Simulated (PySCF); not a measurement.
Molecule: `C=CC[Si@H](N)[SiH3]`, C3H11NSi2.

Geometry (Å), atoms numbered from 1 in this order:
```xyz
17

C     2.6149   -0.5549    0.1753
C     1.4020   -0.8615   -0.2507
C     0.5763   -0.0103   -1.1400
Si   -0.8830    0.7761   -0.1765
N    -0.1325    1.5422    1.1742
Si   -2.3943   -0.7630    0.6404
H     3.1669   -1.1937    0.8432
H     3.1106    0.3511   -0.1356
H     0.9332   -1.7803    0.0793
H     1.1920    0.7712   -1.5865
H     0.1676   -0.6112   -1.9536
H    -1.4914    1.7311   -1.1376
H     0.7673    1.9819    1.0672
H    -0.6880    2.0450    1.8459
H    -1.9711   -2.1573    0.4696
H    -3.6882   -0.6530   -0.0436
H    -2.6894   -0.6015    2.0676
```

Frames of a GFN2-xTB Langevin trajectory at 400 K; GIAO PBE0/pcSseg-1 shieldings in PySCF 2.14.0 with density-fitted response routines, gas phase, non-relativistic; equivalent atoms averaged within each frame.

References, each an isolated molecule treated in the same way: ¹³C (σref 186.93), ²⁹Si (σref 349.16), ¹H (σref 31.72) against TMS; ¹⁵N (σref 267.73) against NH3. The references are static minima.

Q: How do the shifts (ppm) fluctuate along the trajectory?

A: 
```tsv
time (fs)	C2	C1	C3	Si4	Si6	N5	H8	H9	H12	H7
optimised geometry	143.5	119.2	27.1	-35.1	-120.6	9.5	5.25	6.26	5.34	5.21
250	136.0	111.1	35.6	-25.2	-115.9	20.9	6.04	5.51	5.06	4.78
425	153.4	122.2	44.0	-35.1	-127.5	7.9	5.97	6.63	5.42	4.70
625	143.4	119.8	34.3	-34.5	-98.7	3.5	5.47	6.99	5.41	5.23
800	157.1	124.9	36.4	-21.7	-123.7	23.0	5.62	6.23	6.25	5.42
1000	146.3	126.5	38.1	-15.2	-118.9	28.8	4.97	6.03	4.92	5.38
mean of frames	147.2	120.9	37.7	-26.3	-116.9	16.8	5.62	6.28	5.41	5.10
standard deviation	8.4	6.0	3.8	8.5	11.1	10.7	0.43	0.57	0.52	0.34
```

5 frames give an uncertainty of the mean of about the standard deviation over 2.2 at best, since frames this close in time may not be independent; classical motion lacks zero-point vibration, and the reference would need the same averaging.
